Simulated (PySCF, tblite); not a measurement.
Isomers of C5H9OS (doublet state), one GFN2-xTB conformer each. Single-point energies are computed at B3LYP/pcH-1 (PySCF, gas phase, no added dispersion term), electronic only. GFN2-xTB treats the open shell by occupation alone, and not every SCF solution was tested for stability.

Task: Rank them by B3LYP/pcH-1 energy, lowest first (kJ/mol).
A. `[CH3:1][O:2]/[C:3]=[CH:4]\[CH2:5][CH2:6][SH:7]` (doublet state) with C1–O2–C3–C4 32°, C3–C4–C5–C6 -124°, C4–C5–C6–S7 63°, C5–C6–S7–H -61°
B. `[CH3:1][C:2](=[O:3])[CH:4][CH2:5][CH2:6][SH:7]` (doublet state) with C1–C2–C4–C5 -179°, C2–C4–C5–C6 73°, C4–C5–C6–S7 178°, C5–C6–S7–H 69°
C. `[CH3:1][C:2](=[O:3])[CH2:4][CH2:5][CH:6][SH:7]` (doublet state) with C1–C2–C4–C5 162°, C2–C4–C5–C6 -67°, C4–C5–C6–S7 -79°, C5–C6–S7–H -178°
D. `[CH3:1][C:2]([SH:3])[C@H:4]([CH3:5])[CH:6]=[O:7]` (doublet state) with C1–C2–S3–H -9°, C1–C2–C4–C5 -158°, C2–C4–C6–O7 -88°
E. `[CH2:1][C:2](=[O:3])[C@H:4]([CH3:5])[S:6][CH3:7]` (doublet state) with H–C1–C2–O3 -11° and 178°, C1–C2–C4–C5 -151°, C2–C4–S6–C7 67°
F. `[CH3:1][O:2]/[CH:3]=[CH:4]\[CH:5][CH2:6][SH:7]` (doublet state) with C1–O2–C3–C4 180°, C3–C4–C5–C6 -177°, C4–C5–C6–S7 92°, C5–C6–S7–H 56°

Result: B (0.0), C (17.5), E (31.9), D (52.0), F (67.9), A (194.7).

Neighbours under 21 kJ/mol apart (CC(=O)[CH]CCS and CC(=O)CC[CH]S; CC(=O)CC[CH]S and [CH2]C(=O)[C@H](C)SC; [CH2]C(=O)[C@H](C)SC and C[C](S)[C@H](C)C=O; C[C](S)[C@H](C)C=O and CO/C=C\[CH]CS) can change places with a better method, another conformer or zero-point energy. GFN2-xTB itself gives, in the same order: 0.0, 17.1, 19.9, 6.3, 25.8, 131.9. Both levels put the same isomer lowest; measured from each level's own lowest isomer, the values differ by up to 62.8 kJ/mol (CO/[C]=C\CCS: 131.9 against 194.7).

Task: What happens when harmonic zero-point energies from GFN2-xTB frequencies are added?

Result: 
| SMILES | ZPE (kJ/mol) | electronic (kJ/mol) | with ZPE (kJ/mol) |
| --- | --- | --- | --- |
| CC(=O)[CH]CCS | 326.2 | 0.0 | 0.0 |
| CC(=O)CC[CH]S | 325.8 | 17.5 | 17.1 |
| [CH2]C(=O)[C@H](C)SC | 330.6 | 31.9 | 36.3 |
| C[C](S)[C@H](C)C=O | 325.4 | 52.0 | 51.2 |
| CO/C=C\[CH]CS | 324.1 | 67.9 | 65.8 |
| CO/[C]=C\CCS | 325.7 | 194.7 | 194.2 |

The zero-point energies span 6.5 kJ/mol. The order is unchanged.

Task: As an exercise, what shares would exp(−E/RT) give at 2000 K from these electronic energies alone (no entropy, no degeneracies)?

Result: RT = 16.629 kJ/mol: CC(=O)[CH]CCS 64.2 %, CC(=O)CC[CH]S 22.5 %, [CH2]C(=O)[C@H](C)SC 9.4 %, C[C](S)[C@H](C)C=O 2.8 %, CO/C=C\[CH]CS 1.1 %, CO/[C]=C\CCS under 0.1 %.
